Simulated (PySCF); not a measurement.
All values below come from TPSSh-D3(BJ)/def2-TZVP // BP86-D3(BJ)/def2-SVP in PySCF 2.14.0. Isolated molecules, 0 K electronic values unless said otherwise. One relaxed conformer stands for a flexible species; it need not be the lowest. 

Reference species: [Hf(Cl)4] (neutral, multiplicity 1).

The coordination number is 4 and the HOMO is -8.99 eV.

Changed species: [Hf(Cl)2(OH)2] (2 of 4 Cl replaced by OH; the reference has 0 of 4 Cl replaced by OH).

Problem. Give the shifts of the coordination number and HOMO.

Solution. the coordination number stays essentially unchanged; the HOMO increases by 0.81 eV, to -8.18 eV.
